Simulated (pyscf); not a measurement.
Cl–Ga(Cl)–SeH, singlet

Gas-phase minimum from PySCF at ωB97X-D3(BJ)/def2-SVP, one conformer. 

SMILES: [Cl][Ga]([Cl])[SeH]
```xyz
5

Cl     1.8750     1.5745    -1.0934
Ga     1.0580     0.0467     0.1400
Cl     1.8132    -0.1349     2.1228
Se    -0.5706    -1.3423    -0.6481
H     -0.6255    -2.0551     0.6331
```

Bonds (Å): Cl1–Ga2 2.127, Ga2–Cl3 2.129, Ga2–Se4 2.281, Se4–H5 1.467. Bond angles (°): Cl1–Ga2–Cl3 117.7, Cl1–Ga2–Se4 120.8, Cl3–Ga2–Se4 121.5, Ga2–Se4–H5 91.2.

Properties at ωB97X-D3(BJ)/def2-SVP:

```json
{
  "harmonic_wavenumbers_unscaled": "89, 122, 130, 255, 297, 442, 471, 660, 2502 cm⁻¹",
  "zero_point_energy": "7.1 kcal/mol",
  "rotational_symmetry_number": "1",
  "Entropy of this conformer at 298 K and 1 atm, rigid rotor and harmonic oscillator, modes under 100 cm⁻¹ raised to 100": "360.7 J/(mol K)",
  "dipole_moment": "1.61 D"
}
```

Single-point totals, which compare only within one level (frozen core for MP2 and CC):

```csv
level,total energy (hartree)
ωB97X-D3(BJ)/def2-TZVP,-5247.50112
PBE/def2-TZVP,-5246.56479
r²SCAN/def2-TZVP,-5247.51568
B3LYP-D3(BJ)/def2-TZVP,-5247.71739
PBE0-D3(BJ)/def2-TZVP,-5246.76242
M06-2X/def2-TZVP,-5247.58956
ωB97M-D3(BJ)/def2-TZVP,-5247.73178
HF/def2-TZVPP,-5242.86990
MP2/def2-TZVPP,-5243.73103
CCSD/def2-TZVPP,-5243.76114
CCSD(T)/def2-TZVPP,-5243.79909
```

Soft torsions are taken as harmonic, which can shift the entropy by several J/(mol K). The CCSD(T) − MP2 part came from Ansatz, without density fitting, on the same reference. The frozen core leaves the outer d or s,p core shells of the metals and heavy elements correlated in the MP2 and CC values, and def2-TZVPP describes them poorly, so these totals are far from the basis limit. Elements up to Kr have no core potential and no relativistic terms here.
